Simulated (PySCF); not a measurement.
CH₅FO₂Si₂, SMILES O=CO[SiH2][SiH2]F. Geometry: PBE-D3(BJ)/def2-SVP. The structure was generated by enumeration, and PubChem lists no compound with its InChIKey, so it may never have been made. The values are those of a single conformer.

**Question.** Give the equilibrium geometry at PBE-D3(BJ)/def2-SVP (PySCF confirms it by a frequency run) as a Z-matrix. (An estimate is asked for; the answer gives what the named calculation found.)

**Answer.** This is not unique; one that fits is 
```
Si
O 1 1.7580
C 2 1.3384 1 116.41
O 3 1.2172 2 124.61 1 -1.94
H 3 1.1190 4 124.17 2 179.62
H 1 1.4998 2 101.84 3 161.46
H 1 1.5026 6 109.79 2 -113.71
Si 1 2.3546 6 113.81 7 -125.87
F 8 1.6398 1 110.22 6 152.21
H 8 1.5012 9 110.72 4 -69.53
H 8 1.5074 10 109.01 9 117.04
```
Charge 0, spin multiplicity 1.
